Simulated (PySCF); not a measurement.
## How methods differ on the ionisation energy of N²⁺

N²⁺ [He] 2s2 2p1 (2P) → N³⁺ [He] 2s2 (1S), as a difference of total energies. All numbers are calculated (PySCF 2.14, no relativity, point nucleus, in aug-cc-pVDZ). Correlated levels: valence: 1s2 frozen. The calculations carry no spin-orbit coupling.

```json
{"method": "UHF", "ionisation energy (eV)": "47.313"}
{"method": "LDA", "ionisation energy (eV)": "47.865"}
{"method": "r2SCAN", "ionisation energy (eV)": "48.213"}
{"method": "MP2 (valence)", "ionisation energy (eV)": "47.307"}
{"method": "SCS-MP2 (valence)", "ionisation energy (eV)": "47.250"}
{"method": "CCSD (valence)", "ionisation energy (eV)": "47.039"}
{"method": "CCSD(T) (valence)", "ionisation energy (eV)": "47.054"}
```

Q: How much does correlation contribute at CCSD(T) (valence)?

A: 47.054 − (47.313) = -0.259 eV, measured against UHF.

Errors of the correlated levels include the incompleteness of this basis and the frozen core.

The coupled-cluster amplitudes are large for N³⁺ (T1 above 0.03 or a double amplitude above 0.15), so a single reference is strained.

For comparison: 47.445 eV (semi-empirical (NIST evaluation); NIST Atomic Spectra Database, ionization energies).
